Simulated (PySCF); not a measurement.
These compounds are isomers of formula C₄H₄F₄OSi.

A. SMILES O=C(F)/C(=C/[SiH3])C(F)(F)F
B. SMILES O=C/C(=C\C(F)(F)F)[SiH2]F
C. `C(/C=O)=C(/F)[SiH2]C(F)(F)F`

Spectrum 1. 1H NMR (400 MHz, computed): δ 8.43 (m, 1H), 4.38 (d, 3H). 13C{1H} NMR (computed): δ 164.0 (CH), 157.8 (C), 141.8 (C), 131.9 (C).

Spectrum 2. 1H NMR (400 MHz, computed): δ 10.54 (m, 1H), 6.27 (m, 1H), 4.75 (m, 2H). 13C{1H} NMR (computed): δ 189.1 (CH), 185.9 (C), 138.2 (C), 135.0 (CH).

Spectrum 3. 1H NMR (400 MHz, computed): δ 10.44 (m, 1H), 7.24 (m, 1H), 5.42 (m, 2H). 13C{1H} NMR (computed): δ 202.2 (CH), 157.4 (C), 153.3 (CH), 130.7 (C).

PySCF 2.14 calculation with σ from GIAO-PBE0/pcSseg-1 and GFN2-xTB geometry; non-relativistic, a single conformation, averaged over atoms made equivalent by symmetry, fast rotation or ring inversion, isolated molecule.

Chemical shifts δ = σref − σ; 1H (31.72 ppm), 13C (186.93 ppm) vs TMS, all at this level. Splittings of carbon signals by F and P are missing where no couplings were computed. Where no couplings were computed, multiplicities follow the n + 1 count of equivalent neighbours, and m marks all less simple cases (inequivalent or close neighbours, rings, F or P nearby). Shifts are as computed. Against solution values, carbons near 30 ppm lie about +3 ppm off and those near 130 ppm about +5 ppm (rms about the fit 2.1 ppm; single classes can miss by 10 ppm). Of 1328 compounds with measured shifts, 309 miss one by over three times the rms of a fit or turn the order of signals round; such compounds aren't used in these exercises. Signals without a measured value on file couldn't be tested in this way; 1H shifts scatter by 0.2 ppm about their fit, and single ones miss by 0.5 ppm.

Task: Which spectrum belongs to which compound?

Result: 1–A, 2–C, 3–B.

- Spectrum 1 (A): 4 13C signals; δC 164.0 is a β carbon of a C=C–C=O unit; δC 141.8 is an α carbon of a C=C–C=O unit.
- Spectrum 2 (C): 4 13C signals; δC 189.1 is an aldehyde carbonyl carbon; δC 185.9 is a β carbon of a C=C–C=O unit.
- Spectrum 3 (B): 4 13C signals; δC 202.2 is an aldehyde carbonyl carbon; δC 157.4 is an α carbon of a C=C–C=O unit.
